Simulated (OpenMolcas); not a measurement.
## Mo3+: ligand-field states by method

Mo3+ with 6 ligands (chloride) in octahedral coordination (Oh) at 2.45 Å. A charge of +0.5 e stands 2.6 Å behind each ligand. Ligand basis ANO-RCC-VDZP.
```
Mo    0.0000    0.0000    0.0000
Cl    2.4500    0.0000    0.0000
Cl    0.0000    2.4500    0.0000
Cl   -2.4500    0.0000    0.0000
Cl    0.0000   -2.4500    0.0000
Cl    0.0000    0.0000    2.4500
Cl    0.0000    0.0000   -2.4500
```

- Program: OpenMolcas 26.06
- Basis: ANO-RCC-VTZP [7s6p4d2f1g]
- Scalar Hamiltonian: DKH2, point nucleus
- Active space: 3 electrons in 5 orbitals (4d)
- State averaging: 2S+1 = 4 even, 10 roots; 2S+1 = 2 even, 40 roots
- Spin-orbit coupling: RASSI with atomic mean-field integrals over the reference wave functions

I. CASSCF
II. SS-CASPT2, IPEA 0.25 Eh, imaginary shift 0.1 Eh (closed shells correlated: 4s 4p and the ligand valence shells)
III. SS-CASPT2, IPEA 0.25 Eh, imaginary shift 0.2 Eh (closed shells correlated: 4s 4p and the ligand valence shells)

Spin-free states (labels of O, the rotations of Oh) in cm-1, each column counted from its own energy of the first state listed:

| State | Degeneracy | I | II | III |
| --- | --- | --- | --- | --- |
| 4A2 | 1 | 0 | 0 | 0 |
| 2E | 2 | 13612 | 9290 | 9290 |
| 2T1 | 3 | 14208 | 9480 | 9480 |
| 4T2 | 3 | 17708 | 19200 | 19200 |
| 2T2 | 3 | 20625 | 15220 | 15230 |
| 4T1 | 3 | 24392 | 24150 | 24150 |
| 2A1 | 1 | 28697 | 25780 | 25780 |
| 2S+1 = 2 | 3 | 29989 | 27380 | 27380 |
| 2S+1 = 2 | 3 | 30945 | 27870 | 27870 |
| 2E | 2 | 32626 | 28850 | 28870 |
| 2T1 | 3 | 34918 | 30730 | 30750 |
| 4T1 | 3 | 38805 | 40040 | 40050 |
| 2T2 | 3 | 39980 | 34250 | 34250 |
| 2A2 | 1 | 41418 | 34970 | 34980 |
| 2S+1 = 2 | 3 | 47684 | 46650 | 46650 |
| 2S+1 = 2 | 3 | 48626 | 47440 | 47450 |
| 2E | 2 | 50072 | 43030 | 43040 |
| 2T1 | 3 | 53651 | 50480 | 50490 |
| 2T2 | 3 | 66032 | 60240 | 60250 |
| 2E | 2 | 70094 | 69130 | 69130 |

From I to II, I's first state of the same spin (4T2) moves from 17708 to 19200 cm-1, by about +1500 cm-1.

From I to II, I's first state of another spin (2E) moves from 13612 to 9290 cm-1, by about -4300 cm-1.

I: A least-squares ligand-field fit to the states below 45000 cm-1, each weighted by its degeneracy and with a free common offset, gives 10Dq = 17265 cm-1, B = 642 cm-1 and C = 2692 cm-1 (C/B = 4.19), with an rms deviation of 359 cm-1. The same method and metal basis give the free ion B = 813 cm-1 (fit to its terms below 60000 cm-1, rms deviation 33 cm-1), so the nephelauxetic ratio is β = 642 / 813 = 0.79; it hangs on how both fits weigh the states, and computed free-ion B values tend to be too large, so β mixes covalency with correlation.

II: A least-squares ligand-field fit to the states below 45000 cm-1, each weighted by its degeneracy and with a free common offset, gives 10Dq = 18666 cm-1, B = 475 cm-1 and C = 1779 cm-1 (C/B = 3.74), with an rms deviation of 469 cm-1. The same method and metal basis give the free ion B = 671 cm-1 (fit to its terms below 60000 cm-1, rms deviation 271 cm-1), so the nephelauxetic ratio is β = 475 / 671 = 0.71; it hangs on how both fits weigh the states, and computed free-ion B values tend to be too large, so β mixes covalency with correlation.

III: A least-squares ligand-field fit to the states below 45000 cm-1, each weighted by its degeneracy and with a free common offset, gives 10Dq = 18670 cm-1, B = 475 cm-1 and C = 1780 cm-1 (C/B = 3.75), with an rms deviation of 468 cm-1. 

From I to II, 10Dq changes by +8 %, B by -26 % and C by -34 %.

χT at 300 K: I 1.75, II 1.76, III 1.76 cm3 K/mol.

Roots that are degenerate in the reference are averaged as groups; the widest CASPT2 spread within a group is 190 cm-1 (the 3-fold group of multiplicity 2 near 27900 cm-1 above the lowest state of its run, II). Shifts and gaps below about the spread of the groups concerned are not significant. Over all roots computed the reference weight is 0.65 to 0.66 in II, 0.65 to 0.66 in III; a low but even weight reflects the number of correlated electrons. The least metal-like active orbital is 79 % on the metal (Löwdin) and no ligand orbital is active, so the numbers are rough. Ligand-to-metal charge-transfer states are missing. With no ligand orbital active B as a rule stays too high, so bands that hang on it stand too high and its fall with covalency is understated. Without dynamic correlation the repulsion within the d shell is too large (B by tens of per cent), so at a given field states of lower spin stand too high (holds for I). With metal d orbitals alone the field can be off either way by tens of per cent (holds for I). With one d shell and no ligand orbital active, 10Dq can be off by a tenth or more (holds for II; III). No measured value stands beside these numbers; the geometry is a model, was not optimised and need not be the one that this ion takes.

A state without a sure symmetry label is named by its multiplicity alone.
